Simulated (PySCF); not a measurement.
# Al⁺ (aluminium, charge +1) across methods

[Ne] 3s1 4s1, high-spin 3S determinant (an excited configuration). Calculation: PySCF 2.14, in aug-cc-pCVTZ-DK (8s7p5d3f, 75 functions); scalar relativity by spin-free X2C-1e.

| method | E (hartree) | mean ε 2p β (eV) | mean ε 3s α (eV) | mean ε 4s α (eV) | Σ⟨r²⟩ (bohr²) | ⟨S²⟩ |
| --- | --- | --- | --- | --- | --- | --- |
| r2SCAN | -242.1475 | -85.999 | -19.486 | -6.043 | 45.85 | 2.000 |
| LDA | -241.1201 | -84.278 | -19.349 | -6.106 | 44.38 | 2.000 |
| PW91 | -242.1612 | -84.296 | -19.243 | -6.144 | 44.17 | 2.000 |
| revPBE | -242.1344 | -84.079 | -19.085 | -6.139 | 44.30 | 2.000 |
| UHF | -241.73182 | -101.96 | -23.111 | -7.283 | 47.38 | 2.000 |
| PBE | -242.0455 | -84.125 | -19.165 | -6.131 | 44.31 | 2.000 |
| TPSSh | -242.1864 | -86.439 | -19.518 | -6.241 | 44.56 | 2.000 |
| M06 | -242.1729 | -89.323 | -19.732 | -6.628 | 42.73 | 2.000 |
| PBE0 | -242.0654 | -88.882 | -20.243 | -6.502 | 44.86 | 2.000 |

The outer electron is Rydberg-like, and this basis confines it to a smaller radius and binds it less than a complete one would.
